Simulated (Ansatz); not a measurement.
Ansatz (an electronic-structure program) input:

Ansatz 0.2 input:
```yaml
crystal:
  periodic: [false, false, false]
  atoms:
    - {symbol: C, position_ang: [-1.90289527, -0.03248769, 0.43070360]}
    - {symbol: C, position_ang: [-1.00702254, -0.39124155, -0.76917211]}
    - {symbol: C, position_ang: [0.19741346, 0.46376993, -0.83226251]}
    - {symbol: C, position_ang: [1.52772847, -0.02111768, -0.42050654]}
    - {symbol: C, position_ang: [1.84138506, 0.11873579, 1.06266721]}
    - {symbol: O, position_ang: [1.10584083, 0.51140019, 1.91807101]}
    - {symbol: H, position_ang: [-1.34109644, -0.12552960, 1.35598869]}
    - {symbol: H, position_ang: [-2.76405659, -0.69577574, 0.46777701]}
    - {symbol: H, position_ang: [-2.25336298, 0.99287660, 0.34432166]}
    - {symbol: H, position_ang: [-0.71882666, -1.44258167, -0.69921297]}
    - {symbol: H, position_ang: [-1.60367338, -0.26117837, -1.67998056]}
    - {symbol: H, position_ang: [0.05811704, 1.52645173, -0.94059370]}
    - {symbol: H, position_ang: [1.64802266, -1.08740797, -0.64458098]}
    - {symbol: H, position_ang: [2.32782872, 0.51726733, -0.94084611]}
    - {symbol: H, position_ang: [2.88042244, -0.19438827, 1.29800137]}
basis:
  gaussian:
    orbitals: def2-TZVP
hamiltonian:
  xc: b3lyp
  dispersion: d3bj
magnetization: {spin_polarized: true, initial_magnetization: 1}
relax: {f_tol: 0.002, max_steps: 150}
```

Q: Predict the final energy.

A: -271.23479 Eh (B3LYP-D3(BJ)/def2-TZVP). The basis has 240 functions.

It need not be the lowest isomer of its formula.
